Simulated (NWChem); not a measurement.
**Atomisation of Cl₂Pb**

```xyz
3

Pb     0.0000     0.0000    -0.4658
Cl     1.9363     0.0000     1.1233
Cl    -1.9363     0.0000     1.1233
```
Charge 0, spin multiplicity 1.

The numbers come from NWChem runs, not from measurements. The geometry was optimised at B3LYP/def2-SVP with def2 effective core potentials on Pb, a minimum by its harmonic frequencies.

Basis set: def2-TZVP. The atomisation energy is electronic alone: no zero-point, thermal, spin-orbit or counterpoise terms. No value is extrapolated to the basis-set limit. Free atoms are single determinants with multiplicities Pb 3, Cl 2. Correlated methods freeze the same cores in atoms and molecule, 14 orbitals in all.

```csv
method,atomisation energy (kcal/mol),relative cost
PBE0,178.0,1
PBE,186.6,under 3
BP86,184.5,under 3
B3LYP,175.2,under 3
MP2,178.6,4
HF,117.7,under 3
r2SCAN,182.1,under 3
```

The values span 68.9 kcal/mol, from HF (lowest) to PBE (highest). Relative cost: rough, from shared machines, SCF included, PBE0 = 1. Costs are the molecule's.

Effective core potentials replace the inner electrons of Pb; spin-orbit coupling is left out. B3LYP has NWChem's definition, with VWN1-RPA local correlation. The structure started from a generated list of species. No SCF solution was tested for a lower state. Open-shell Hartree-Fock references start from PBE0 orbitals; any time given for them includes that run.
